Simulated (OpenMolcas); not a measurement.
Pt4+ (d6) among equal point charges was computed by CASSCF with the d shell active (OpenMolcas, ANO-RCC-VDZP on the metal). Its lowest spin-free states, and all those of the highest spin:

```
2S+1  Degeneracy  E (cm-1)
   5           2       0.0
   5           1      3362
   5           2      3532
   3           1     17889
   3           2     19059
   3           2     19771
   3           2     20343
   3           1     20722
   3           1     20741
   3           2     21945
   3           2     22409
   3           2     23499
```

Question: Is the site octahedral, tetrahedral or cube-like, axial, or of lower symmetry?

Answer: The states with 2S+1 = 5 have orbital degeneracies 2, 1, 2. There are pairs but no triples, so the site is axial: not cubic, but with a proper or improper axis of order three or more. The run had Pt4+ among 5 point charges of -1.5 e arranged as a trigonal bipyramid (D3h), 2.01 Å from the ion, with the axial distance 2.412 Å.

Spin-orbit coupling mixes the spin-free states strongly: the lowest level takes only 47 % from its leading state, 5E. Without dynamic correlation the repulsion within the d shell is too large (B by tens of per cent), so at a given field states of lower spin stand too high. Point charges give a weaker field than real ligands, and real ions of this kind are as a rule low spin; the high spin found here belongs to the model. The ground term spreads over less than 5000 cm-1, several times less than with real ligands, so orbital moments are less quenched and χT lies further from the spin-only value than at real sites. This is an electrostatic model: the charges have no orbitals. No measured value stands beside these numbers.
